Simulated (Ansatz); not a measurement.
`BC[SiH2]Cl` + `[NH2][AlH2]` → `[AlH2][NH][SiH2]Cl` + `BC` at 500 K and 1 bar (ligand exchange at the Si–C bond).

Calculated with Ansatz (gas phase, PBE0-D4/def2-TZVP geometries, no zero-point term in ΔE). CBS: MP2 limit from def2 TZ/QZ plus the TZ coupled-cluster correction, frozen cores. This one scheme is used for every species. One conformer a species, not always the lowest.

| species | CCSD(T)/CBS energy (Eh) | H − E (kJ/mol) | S (J/(mol·K)) |
| --- | --- | --- | --- |
| `BC[SiH2]Cl` | -815.35378 | 218.1 | 396.2 |
| `[NH2][AlH2]` | -299.14566 | 129.9 | 289.4 |
| `[AlH2][NH][SiH2]Cl` | -1048.68684 | 174.1 | 409.8 |
| `BC` | -65.83255 | 172.2 | 281.8 |

H − E and S are ideal-gas, rigid-rotor, harmonic terms from PBE0-D4/def2-TZVP, for one conformer and one mirror image of each species. 1 Eh = 2625.50 kJ/mol, R = 8.31446 J/(mol·K).

Problem. By hand: ΔE, ΔH, ΔS and ΔG.

Solution. ΔE = (-1048.68684) + (-65.83255) − (-815.35378) − (-299.14566) = -0.01995 Eh = -52.4 kJ/mol. Δ(H − E) = 174.1 + 172.2 − 218.1 − 129.9 = -1.7, so ΔH = -54.1 kJ/mol. ΔS = 409.8 + 281.8 − 396.2 − 289.4 = 6.0 J/(mol·K). ΔG = -54.1 − 500 × (6.0)/1000 = -57.1 kJ/mol.

Problem. By hand: the equilibrium constant, and the temperature at which ΔG would vanish if ΔH and ΔS stayed fixed.

Solution. log₁₀ K = −ΔG/(RT ln 10) = 6.0. ΔH and −TΔS have one sign here, so there is no such temperature.

The number of gas molecules stays the same, so ΔS is small and ΔH decides. A doubt of 5 kJ/mol in ΔE shifts log₁₀ K by 0.5 here. Other conformers and mirror images would add mixing entropy, several J/(mol·K) or more a flexible species. Modes under 60 cm⁻¹, often nearly free rotors, make the harmonic entropy too high. These are equilibria of isolated gas molecules and say nothing of rates. Largest T1 diagnostic: 0.011 (customary marks: 0.02 for closed shells, 0.045 for open ones).

ΔS is within the doubt of such terms, so its sign, and with it that verdict, could turn.
